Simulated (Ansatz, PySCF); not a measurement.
Input for Ansatz (a program for electronic structure):
Ansatz 0.2 input:
```yaml
crystal:
  periodic: [false, false, false]
  atoms:
    - {symbol: Se, position_ang: [0.00175924, 0.00073057, 0.27580486]}
    - {symbol: F, position_ang: [0.73333040, 1.01348604, -0.79647137]}
    - {symbol: F, position_ang: [1.48398562, -1.07701007, 0.26150674]}
    - {symbol: F, position_ang: [-0.74339671, -1.01766635, -0.78167169]}
    - {symbol: F, position_ang: [-1.48056534, 1.07843043, 0.27470686]}
basis:
  gaussian:
    orbitals: STO-3G
hamiltonian:
  xc: cam_b3lyp
total_charge: 1
magnetization: {spin_polarized: true, initial_magnetization: 1}
accuracy: high
```

### Question
Convert this to an input for PySCF.

### Answer
One answer among several that fit: 
```python
from pyscf import gto, scf, dft

mol = gto.Mole()
mol.atom = '''
    Se    0.00175924    0.00073057    0.27580486
    F     0.73333040    1.01348604   -0.79647137
    F     1.48398562   -1.07701007    0.26150674
    F    -0.74339671   -1.01766635   -0.78167169
    F    -1.48056534    1.07843043    0.27470686
'''
mol.basis = 'sto-3g'
mol.charge = 1
mol.spin = 1
mol.verbose = 4
mol.build()

mf = dft.UKS(mol)
mf.xc = 'camb3lyp'
mf.grids.atom_grid = (99, 590)
mf.grids.prune = None
mf.kernel()
```

Both were run: Ansatz gave -2767.859130 Eh and PySCF -2767.859143 Eh, 0.013 mEh apart.
